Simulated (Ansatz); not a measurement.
Reaction (ligand exchange at a Ge–C bond): `C=[CH][GeH2][SiH3]` + CH₃NH₂ → `C[NH][GeH2][SiH3]` + ethylene

Isolated molecules relaxed with PBE0-D4/def2-TZVP in Ansatz; ΔE leaves out vibrations. CCSD(T)/CBS adds triple-zeta CCSD(T) − MP2 to the extrapolated MP2 energy (def2 sets, frozen cores). This one scheme is used for every species. DFT in def2-TZVPP. B3LYP here is the variant with VWN-RPA as its local correlation; programs differ in this. For Ge outer-core shells are correlated without core-valence functions, which leaves a few kJ/mol of doubt a bond. Scalar relativity is left out up to krypton. One conformer a species, not always the lowest.

`C=[CH][GeH2][SiH3]`:

Z-matrix (Å, degrees):
```
Ge
C 1 1.941
Si 1 2.383 2 110.5
H 1 1.541 2 108.1 3 -121.0
H 1 1.542 2 109.8 3 120.6
C 2 1.328 1 123.4 3 113.2
H 2 1.088 1 117.7 3 -65.5
H 3 1.488 1 109.9 2 57.1
H 3 1.487 1 110.8 2 177.1
H 3 1.487 1 110.1 2 -62.5
H 6 1.086 2 122.0 1 1.3
H 6 1.087 2 121.8 1 -178.9
```

CH₃NH₂:

Z-matrix (Å, degrees):
```
C
N 1 1.453
H 1 1.092 2 109.4
H 1 1.100 2 115.4 3 -121.6
H 1 1.092 2 109.4 3 116.8
H 2 1.012 1 110.6 3 62.6
H 2 1.012 1 110.6 3 -179.3
```

`C[NH][GeH2][SiH3]`:

Cartesian coordinates in Å:
```
C -1.802 0.015 -0.793
N -0.756 -0.988 -0.832
Ge 0.487 -0.994 0.532
Si 1.697 1.066 0.744
H -1.458 1.051 -0.935
H -2.554 -0.194 -1.560
H -2.313 -0.028 0.173
H -0.327 -1.041 -1.746
H 1.451 -2.158 0.239
H -0.302 -1.274 1.826
H 0.759 2.208 0.915
H 2.507 1.308 -0.481
H 2.612 1.030 1.918
```

`C=C`:

Cartesian coordinates in Å:
```
C 0.521 0.369 -0.175
C -0.521 -0.369 0.175
H 1.478 -0.078 -0.419
H 0.460 1.450 -0.231
H -1.478 0.078 0.419
H -0.460 -1.450 0.231
```

| level | ΔE (kJ/mol) |
| --- | --- |
| r2SCAN-D4 | -7.9 |
| PBE0-D4 | -5.3 |
| B3LYP-D4 | -10.1 |
| PBE0 | -4.2 |
| B3LYP | -8.1 |
| SCS-MP2/def2-TZVPP | -8.7 |
| CCSD(T)/def2-TZVPP | -7.8 |
| HF/CBS(def2) | -12.2 |

**Question.** What does CCSD(T)/CBS give? (Estimate.)

**Answer.** Ansatz gave: -7.1 kJ/mol. The listed levels differ from it by -0.8, 1.8, -3.0, 2.9, -1.0, -1.6, -0.7, -5.1 kJ/mol.

Largest T1 diagnostic among the species: 0.012.

In def2-TZVPP, CCSD(T) changes the Hartree–Fock value by +3.8 kJ/mol (the triples alone add +0.2 kJ/mol) and MP2 by +4.8 kJ/mol.
